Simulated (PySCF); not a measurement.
## Working out the ionisation energy of Hg²⁺

Hg²⁺ [Xe] 4f14 5d10 (1S) → Hg³⁺ [Xe] 4f14 5d9 (2D). Calculation: PySCF 2.14, in aug-cc-pVDZ-PP with ECP60MDF; scalar relativity through the core potential. Frozen: 5s2 5p6. Energies in hartree (1 hartree = 27.21139 eV):

```json
{"part": "UHF", "Hg²⁺ (lower)": "-151.598707", "Hg³⁺ (upper)": "-150.363933"}
{"part": "CCSD correlation", "Hg²⁺ (lower)": "-0.251199", "Hg³⁺ (upper)": "-0.199952"}
{"part": "(T)", "Hg²⁺ (lower)": "-0.003834", "Hg³⁺ (upper)": "-0.002386"}
```

Task: What does Hartree-Fock give?

Result: (-150.363933) − (-151.598707) = 1.234774 hartree = 33.600 eV.

Task: What do CCSD and CCSD(T) give?

Result: The CCSD correlation energies differ by 0.051247 hartree = 1.395 eV and the triples by 0.001448 hartree = 0.039 eV, so CCSD gives 34.995 eV and CCSD(T) 35.034 eV.

Reference: 34.49 ± 0.05 eV (measured; NIST Atomic Spectra Database, ionization energies), between the lowest levels; spin-orbit coupling is absent from the calculation.

A double-zeta basis recovers only part of the correlation energy.

What remains against the reference includes basis incompleteness, the frozen core and higher excitations.
